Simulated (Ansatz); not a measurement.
`[CH3][Sb]([NH2])[OH]` + H₂ → `[CH3][SbH][NH2]` + H₂O at 500 K and 1 bar (hydrogenolysis of the Sb–O bond).

Gas-phase electronic energies from Ansatz, PBE0-D4/def2-TZVP geometries. CCSD(T)/CBS is the MP2 limit (def2-TZVPP, def2-QZVPP) plus CCSD(T) − MP2 in def2-TZVPP, frozen cores. This one scheme is used for every species. def2 core potentials past Kr. For Sb outer-core shells are correlated without core-valence functions, which leaves a few kJ/mol of doubt a bond. One conformer a species, not always the lowest.

| species | CCSD(T)/CBS energy (Eh) | H − E (kJ/mol) | S (J/(mol·K)) |
| --- | --- | --- | --- |
| `[CH3][Sb]([NH2])[OH]` | -411.58619 | 243.5 | 419.7 |
| H₂ | -1.17544 | 41.0 | 145.5 |
| `[CH3][SbH][NH2]` | -336.37630 | 218.8 | 373.8 |
| H₂O | -76.37941 | 73.2 | 206.3 |

H − E and S are ideal-gas, rigid-rotor, harmonic terms from PBE0-D4/def2-TZVP, for one conformer and one mirror image of each species. The MP2-based limit puts H₂ 0.8 mEh under its directly extrapolated value; such offsets cancel only in part. 1 Eh = 2625.50 kJ/mol, R = 8.31446 J/(mol·K).

Task: By hand: ΔE, ΔH, ΔS and ΔG.

Result: ΔE = (-336.37630) + (-76.37941) − (-411.58619) − (-1.17544) = 0.00592 Eh = 15.5 kJ/mol. Δ(H − E) = 218.8 + 73.2 − 243.5 − 41.0 = 7.5, so ΔH = 23.0 kJ/mol. ΔS = 373.8 + 206.3 − 419.7 − 145.5 = 14.9 J/(mol·K). ΔG = 23.0 − 500 × (14.9)/1000 = 15.6 kJ/mol.

Task: By hand: the equilibrium constant, and the temperature at which ΔG would vanish if ΔH and ΔS stayed fixed.

Result: log₁₀ K = −ΔG/(RT ln 10) = -1.6. ΔG = 0 at ΔH/ΔS = 1544 K, though so small a ΔS makes that figure unsure.

The number of gas molecules stays the same, so ΔS is small and ΔH decides. A doubt of 5 kJ/mol in ΔE shifts log₁₀ K by 0.5 here. Other conformers and mirror images would add mixing entropy, several J/(mol·K) or more a flexible species. These are equilibria of isolated gas molecules and say nothing of rates. Largest T1 diagnostic: 0.014 (customary marks: 0.02 for closed shells, 0.045 for open ones).
